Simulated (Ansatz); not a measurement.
`C[NH][Al]([Cl])[Cl]` + H–F → `[F][Al]([Cl])[Cl]` + CH₃NH₂ at 500 K and 1 bar (ligand exchange at the Al–N bond).

Program: Ansatz. Geometries: PBE0-D4/def2-TZVP. ΔE: electronic, gas phase. CBS: MP2 limit from def2 TZ/QZ plus the TZ coupled-cluster correction, frozen cores. This one scheme is used for every species. Each species was taken in one conformer, which may not be the lowest.

| species | CCSD(T)/CBS energy (Eh) | H − E (kJ/mol) | S (J/(mol·K)) |
| --- | --- | --- | --- |
| `C[NH][Al]([Cl])[Cl]` | -1256.91293 | 197.4 | 422.5 |
| H–F | -100.39570 | 39.4 | 188.7 |
| `[F][Al]([Cl])[Cl]` | -1261.58534 | 45.6 | 348.3 |
| CH₃NH₂ | -95.75281 | 191.8 | 270.3 |

H − E and S are ideal-gas, rigid-rotor, harmonic terms from PBE0-D4/def2-TZVP, for one conformer and one mirror image of each species. 1 Eh = 2625.50 kJ/mol, R = 8.31446 J/(mol·K).

**Question.** By hand: ΔE, ΔH, ΔS and ΔG.

**Answer.** ΔE = (-1261.58534) + (-95.75281) − (-1256.91293) − (-100.39570) = -0.02952 Eh = -77.5 kJ/mol. Δ(H − E) = 45.6 + 191.8 − 197.4 − 39.4 = 0.6, so ΔH = -76.9 kJ/mol. ΔS = 348.3 + 270.3 − 422.5 − 188.7 = 7.4 J/(mol·K). ΔG = -76.9 − 500 × (7.4)/1000 = -80.6 kJ/mol.

**Question.** By hand: the equilibrium constant, and the temperature at which ΔG would vanish if ΔH and ΔS stayed fixed.

**Answer.** log₁₀ K = −ΔG/(RT ln 10) = 8.4. ΔH and −TΔS have one sign here, so there is no such temperature.

The number of gas molecules stays the same, so ΔS is small and ΔH decides. A doubt of 5 kJ/mol in ΔE shifts log₁₀ K by 0.5 here. Other conformers and mirror images would add mixing entropy, several J/(mol·K) or more a flexible species. These are equilibria of isolated gas molecules and say nothing of rates. Largest T1 diagnostic: 0.010 (customary marks: 0.02 for closed shells, 0.045 for open ones).

ΔS is within the doubt of such terms, so its sign, and with it that verdict, could turn.
